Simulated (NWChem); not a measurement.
System: phosphorus nitride (PN); SMILES N#P

Input file for NWChem:

```
start job
memory heap 200 mb stack 900 mb global 1100 mb
geometry units angstroms noautosym nocenter noautoz
  N      0.000000     0.000000     1.004870
  P      0.000000     0.000000    -0.474538
end
basis spherical
  * library 6-31+g*
end
dft
  xc b3lyp
  iterations 150
end
tddft
  cis
  nroots 8
end
task tddft energy
```

Coordinates come from a PBE0-D3(BJ)/def2-TZVP optimisation. B3LYP is NWChem's, with the RPA form of VWN correlation.

Vertical excitations in the gas phase.

### Question
Predict the main results of this run. (B3LYP/6-31+G* (spherical d), TDA.) Quantities: lowest excitation, singlet (eV); oscillator strength of that lowest state; lowest triplet (eV); orbital gap (eV).

### Answer
| Quantity | Value |
|---|---|
| lowest excitation, singlet (eV) | 4.91 |
| oscillator strength of that lowest state | 0.000 |
| lowest triplet (eV) | 3.67 |
| orbital gap (eV) | 6.53 |
